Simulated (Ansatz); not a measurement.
`[SiH3][GeH]([SiH3])[Cl]`, charge 0, multiplicity 1.

(1) Give a relaxed structure at PBE0-D4/def2-TZVP (the Gaussian-basis code of Ansatz). (Estimate.)

Answers

(1) The calculation gave: 
```xyz
11

Si    0.227    1.584    1.292
Ge   -0.684   -0.410    0.358
Si    0.513   -1.322   -1.490
Cl   -2.638    0.153   -0.431
H    -0.678    2.104    2.348
H     1.561    1.285    1.880
H     0.379    2.590    0.212
H    -0.972   -1.472    1.437
H     0.662   -0.270   -2.527
H    -0.228   -2.482   -2.046
H     1.860   -1.760   -1.034
```
Point group Cs.
This is one stationary point; other conformers may exist.
